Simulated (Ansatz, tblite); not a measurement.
Removing and adding an electron: TTF (C6H4S4). Total charge 0; singlet. Geometry: PBE0-D4/def2-SVP. Ansatz, gas phase; energy differences of separate SCF runs; the oxidised species was run as a doublet alone; the reduced species was run as a doublet alone.

Cartesian coordinates in Å:
```
C -0.7067 2.2956 -2.1809
C 0.6238 2.4127 -2.0773
S 1.4551 1.3449 -0.9758
C -0.0093 0.5043 -0.4495
C 0.0085 -0.4985 0.4559
S 1.4980 -1.0789 1.2126
C 0.7070 -2.2982 2.1782
C -0.6235 -2.4152 2.0746
S -1.4560 -1.3386 0.9826
S -1.4989 1.0848 -1.2058
H -1.3324 2.9061 -2.8334
H 1.2267 3.1314 -2.6343
H 1.3334 -2.9127 2.8262
H -1.2257 -3.1378 2.6269
```

The xTB rows come from tblite. Correlated methods freeze 26 core orbitals.

| level | −HOMO (eV) | vertical IE (eV) | −LUMO (eV) | vertical EA (eV) | HOMO–LUMO gap (eV) | IE − EA (eV) |
| --- | --- | --- | --- | --- | --- | --- |
| GFN2-xTB | 9.18 | 11.40 | 6.84 | 4.69 | 2.34 | 6.70 |
| PBE-D4/def2-TZVP | 3.88 | 6.18 | 1.91 | – | 1.97 | – |
| PBE0-D4/def2-TZVP | 4.77 | 6.36 | 0.95 | – | 3.82 | – |

Estimate the rows for GFN1-xTB, PBE-D4/def2-TZVPD, B2PLYP/def2-TZVP.


| level | −HOMO (eV) | vertical IE (eV) | −LUMO (eV) | vertical EA (eV) | HOMO–LUMO gap (eV) | IE − EA (eV) | remarks |
| --- | --- | --- | --- | --- | --- | --- | --- |
| GFN1-xTB | 9.39 | 12.04 | 6.72 | 4.16 | 2.68 | 7.88 | – |
| PBE-D4/def2-TZVPD | 3.96 | – | 1.99 | 0.01 | 1.96 | – | HOMO above zero (-1 doublet) |
| B2PLYP/def2-TZVP | – | 6.27 | – | – | – | – | – |

   A HOMO above zero means that the electron is unbound at that level or that self-interaction error raises the level; the energy of removing that electron tells which. Raw xTB energy differences between charge states are shifted by several eV; the methods need an empirical correction for them.
